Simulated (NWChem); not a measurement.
Species: BeF$_{2}$ anion, doublet; SMILES of the neutral closed-shell parent [F][Be][F]

```xyz
3

Be     0.0000     0.0000     0.5261
F      1.3264     0.0000    -0.1169
F     -1.3264     0.0000    -0.1169
```
Atoms are numbered in this order, from 1.

Program: NWChem. Pople sets run with spherical d functions. Spin-unrestricted. Medium grid unless said otherwise, to which SCAN and Minnesota functionals are sensitive. In the optimisation the excess spin sits in a1 (C2v, its own frame). All runs use the structure optimised with B3LYP/def2-SVPD, spin-unrestricted. This spin state was assumed; another may lie lower. No stability test was run on the SCF state. The highest occupied level is positive in some or all of these runs, so the extra electron may be held by the finite basis. Total energies of different functionals are on different scales.

```tsv
level	energy (Ha)	highest occupied level (eV)	lowest empty minus highest occupied level, either spin (eV)	<S²>
B3LYP/6-31+G*	-214.6168	1.10	1.80	0.750
PBE/6-31+G*	-214.3858	1.58	1.24	0.751
B97-2/6-31+G*	-214.5331	1.28	2.11	0.750
LDA (Slater exchange, VWN5)/6-31+G*	-213.1302	1.52	0.80	0.751
B3PW91/6-31+G*	-214.5223	1.05	2.25	0.751
PW91/6-31+G*	-214.5402	1.55	1.17	0.751
PBE0/6-31+G*	-214.3863	0.94	2.45	0.751
MN15-L/6-31+G*	-214.4268	1.78	1.27	0.752
```
